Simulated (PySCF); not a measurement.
SMILES C1C[AsH][AsH]1, C2H6As2

Cartesian coordinates in Å; atom numbers follow the order of the lines, from 1:
```xyz
10

C     0.196   -0.535    0.751
C    -0.741   -0.383   -0.444
As   -0.283    1.457   -1.064
As    1.620    0.786    0.298
H    -0.299   -0.196    1.668
H     0.536   -1.561    0.924
H    -0.462   -1.084   -1.238
H    -1.796   -0.557   -0.209
H    -0.923    2.128    0.144
H     2.163   -0.049   -0.854
```

The calculation used PySCF 2.14.0, TDDFT CAM-B3LYP/aug-cc-pVDZ circular dichroism and optical rotation, one conformer, gas phase. Geometry: GFN2-xTB.

The calculation is non-relativistic, which matters for the atoms heavier than Zn. No stereocentre is labelled: unless the shape is locked (an allene, a helicene, a hindered biaryl), the mirror image is equally populated and a measured rotation or CD is zero.

(1) Draw the ECD and absorption spectra from the lowest 8 states, each a Gaussian of half-width 0.25 eV at 1/e height.

## Answers

(1) 
```
E (eV)  λ (nm)  Δε (L mol⁻¹ cm⁻¹)  ε (L mol⁻¹ cm⁻¹)
  4.57     271              +0.64               248
  4.72     263              +4.92              1910
  4.87     255             +18.75              7150
  5.02     247             +36.03             13100
  5.17     240             +36.87             11800
  5.32     233             +15.58              5580
  5.47     227             -27.37              2340
  5.62     221             -73.13              2550
  5.77     215             -65.29              3890
  5.92     209              +6.87              4700
  6.07     204             +53.25              3830
  6.22     199             +38.05              2190
  6.37     195             +14.35              1100
```
Δε uses R in velocity form, ε uses f in length form. Only the states computed contribute, so the short-wavelength end is incomplete.
